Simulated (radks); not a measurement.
Effect of the nuclear size on the zirconium ion Zr3+, [Kr] 4d1. All-electron calculation, Dirac Kohn-Sham, relativistic LDA (MacDonald-Vosko exchange, VWN5 correlation), spin-unpolarised, spherical densities, finite nucleus; open shells fill j = l - 1/2 first; Fermi nuclear charge, rms radius 4.2694 fm. Program: a radial shooting solver on a logarithmic mesh with Libxc functionals. The rms radius is varied about that value; shifts are against it.

rms radius (fm),total energy shift (eV),density at nucleus (e/bohr^3),1s1/2 shift (meV),2s1/2 shift (meV),4s1/2 shift (meV),4p1/2 shift (meV),5s1/2 (empty) shift (meV)
3.5137,-0.350,7.539e+04,-148,-15.5,-0.414,0.042,-0.080
3.8723,-0.192,7.467e+04,-80.7,-8.50,-0.226,0.023,-0.044
4.2694,0,7.395e+04,0.000,0.000,0.000,0.000,0.000
4.6238,0.185,7.338e+04,78.0,8.21,0.219,-0.022,0.042
5.1745,0.500,7.257e+04,210,22.1,0.590,-0.059,0.114

Slopes of the eigenvalues against <r^2> in GHz/fm^2, as finite differences over the two radii next to the reference (eigenvalue slopes, not the field-shift constants of lines): 1s1/2 6010, 2s1/2 633, 4s1/2 16.9, 4p1/2 -1.69, 5s1/2 (empty) 3.26.
